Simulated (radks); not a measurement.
Spin polarisation of the 3d9 shell in Zn3+. Start: [Ar] 3d(up 4.5, down 4.5); electrons of 3d are moved from spin down to spin up, other shells keep equal spins. All-electron calculation, scalar-relativistic Kohn-Sham, PBE, spin-polarised, spherical densities, finite nucleus; Fermi nuclear charge, rms radius of each element as measured or else 0.836 A^(1/3) + 0.57 fm. Program: a radial shooting solver on a logarithmic mesh with Libxc functionals.

moment (Bohr magnetons)  E - E(0) (eV)  e(3d up) (eV)  e(3d down) (eV)  3p down minus up (eV)
0                                0.000        -50.718          -50.718                 0.000
0.25                            -0.018        -50.863          -50.570                  0.307
0.5                             -0.073        -51.004          -50.419                  0.614
0.75                            -0.165        -51.143          -50.264                  0.921
1                               -0.293        -51.278          -50.106                  1.228

At moment 1 the spin-polarisation energy is -0.293 eV and the 3d exchange splitting 1.172 eV, that is 1.172 eV per Bohr magneton; E = -I m^2/4 would give I = 1.172 eV.
